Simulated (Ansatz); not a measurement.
Isolated molecules relaxed with PBE0-D4/def2-TZVP in Ansatz; ΔE leaves out vibrations. CBS: MP2 limit from def2 TZ/QZ plus the TZ coupled-cluster correction, frozen cores. Functionals use def2-TZVPP. For Zn outer-core shells are correlated without core-valence functions, which leaves a few kJ/mol of doubt a bond. Scalar relativity is left out up to krypton.

Reaction (ligand exchange at a B–C bond): `B/C=C/[SiH3]` + `C[NH][ZnH]` → `B[N](C)[ZnH]` + `C=C[SiH3]`

| level | ΔE (kcal/mol) |
| --- | --- |
| PBE | -33.5 |
| CCSD(T)/def2-TZVPP | -35.3 |
| SCS-MP2/def2-QZVPP | -33.9 |
| MP2/CBS(def2) | -33.9 |

Task: What does CCSD(T)/CBS give? (Best estimate.)

Result: Ansatz gave: -34.2 kcal/mol. The listed levels differ from it by 0.7, -1.1, 0.3, 0.3 kcal/mol.

Largest T1 diagnostic among the species: 0.016.

In def2-TZVPP, CCSD(T) changes the Hartree–Fock value by −3.3 kcal/mol (the triples alone add −0.5 kcal/mol) and MP2 by −3.1 kcal/mol.
